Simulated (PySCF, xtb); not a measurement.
Be(H)(SiH3) (BeH4Si), SMILES [BeH][SiH3].

xtb with GFN2-xTB at its own geometry gives an orbital gap of 3.35 eV and a dipole moment of 1.89 D.

The structure is a stationary point at B3LYP-D3(BJ)/def2-TZVP.

Problem. What does M06-2X/def2-TZVPD in PySCF give? (The exact figures need the calculation; the answer reports its results.)

Solution. gap 8.15 eV (levels -8.88 and -0.73 eV), dipole 0.44 D.
